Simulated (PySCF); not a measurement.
Two species compared at the same levels of theory.

First species: C5H13ClSSi2.
SMILES: `C[SiH2]CS[Si@@H](Cl)C1CC1`

Second species: C₅H₁₂F₃P.
Numbering: `[CH3:1][P:2]([CH3:3])([CH3:4])([CH3:5])[C:6]([F:7])([F:8])[F:9]` (hydrogens: H10, H11, H12 on C1; H13, H14, H15 on C3; H16, H17, H18 on C4; H19, H20, H21 on C5)

Levels: PBE0/pcSseg-1 for dipole moment, HOMO energy, LUMO energy and HOMO–LUMO gap; GFN2-xTB for rotational constant A and rotational constant C. Geometries: GFN2-xTB. Each species is one conformer at its optimised geometry, gas phase, non-relativistic unless stated. Electronic properties by PySCF.

Dipoles, sizes and rotational constants follow the conformer. The torsions of the flexible species, by atom-mapped SMILES:
- `[CH3:1][SiH2:2][CH2:3][S:4][Si@@H:5]([Cl:6])[CH:7]1[CH2:8][CH2:9]1`: C1–Si2–C3–S4 55°, Si2–C3–S4–Si5 78°, C3–S4–Si5–Cl6 38°, S4–Si5–C7–C8 105°
- `[CH3:1][P:2]([CH3:3])([CH3:4])([CH3:5])[C:6]([F:7])([F:8])[F:9]`: C1–P2–C6–F7 -9°

Values for the first species:

```
Dipole moment         : 1.09 D
HOMO energy           : -6.80 eV
LUMO energy           : -0.06 eV
HOMO–LUMO gap         : 6.74 eV
Rotational constant A : 1.371 GHz
Rotational constant C : 0.391 GHz
```

Estimate the same properties for the second species, and the change in each.

| property | first | second | second less first |
| --- | --- | --- | --- |
| dipole moment | 1.09 D | 3.07 D | +1.98 D |
| HOMO energy | -6.80 eV | -6.27 eV | +0.53 eV |
| LUMO energy | -0.06 eV | 1.07 eV | +1.13 eV |
| HOMO–LUMO gap | 6.74 eV | 7.34 eV | +0.60 eV |
| rotational constant A | 1.371 GHz | 1.697 GHz | +0.326 GHz |
| rotational constant C | 0.391 GHz | 1.049 GHz | +0.658 GHz |

On the first: In atomic units the dipole is 0.43 e·bohr (1 au = 2.5417 D). A dipole of 1.09 D is allowed in C1, and pure rotational transitions are dipole-allowed.

On the second: In atomic units the dipole is 1.21 e·bohr (1 au = 2.5417 D).
